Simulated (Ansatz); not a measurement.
The first iterations of a band of C2H8Si + FH (13 atoms, charge 0, multiplicity 1).

These are results of RKS B3LYP/def2-SVP in Ansatz, not measurements.

```yaml
movable_images: 7
climbing_image: yes
spring: 5.0 eV/Å²
optimiser: quadratic models (default)
start_path: through a guess of the saddle point
force_threshold: 0.05 eV/Å
iteration_limit: 60
end_points: relaxed
```

Image 0:

```xyz
13
Properties=species:S:1:pos:R:3
Si 0.110 0.522 0.649
C 1.017 -1.128 0.672
H -1.299 0.288 1.144
H 0.721 1.486 1.613
C 0.005 1.265 -1.078
H -2.049 -0.855 0.022
F -2.040 -1.404 -0.733
H 1.109 -1.521 1.698
H 0.456 -1.859 0.070
H 2.031 -1.032 0.252
H 1.007 1.391 -1.520
H -0.582 0.596 -1.726
H -0.486 2.251 -1.061
```

Image 8:

```xyz
13
Properties=species:S:1:pos:R:3
Si -1.217 1.551 0.377
C 1.284 -2.656 0.622
H -2.652 1.940 0.303
H -0.552 2.275 1.496
C -0.345 1.843 -1.249
H 0.499 -1.888 0.660
F -1.167 -0.049 0.731
H 1.536 -2.976 1.643
H 0.925 -3.522 0.047
H 2.183 -2.246 0.138
H 0.709 1.526 -1.198
H -0.834 1.287 -2.065
H -0.367 2.916 -1.506
```

| iteration | highest image above the first end (eV) | largest band force component (eV/Å) |
| --- | --- | --- |
| 1 | 1.849 | 14.354 |
| 2 | 1.871 | 2.177 |
| 3 | 1.331 | 2.856 |
| 4 | 1.440 | 2.712 |
| 5 | 1.575 | 1.750 |

**Question.** Does the band converge within its limit, and where does its top end?

**Answer.** The run converged. It ended after 15 iterations with the highest image 1.645 eV above the first end. Neighbouring images differ by up to 2.1 eV, so the band resolves the path poorly. A vibrational analysis at the climbing image gives one clearly imaginary mode, 1051i cm⁻¹: a first-order saddle point. The orbitals stay closed-shell, which can raise the energy where a bond breaks towards radicals; this wasn't checked here.

The run took 4.1 min on 2 threads of Arm Neoverse V1 (shared host), peak memory 0.22 GiB.
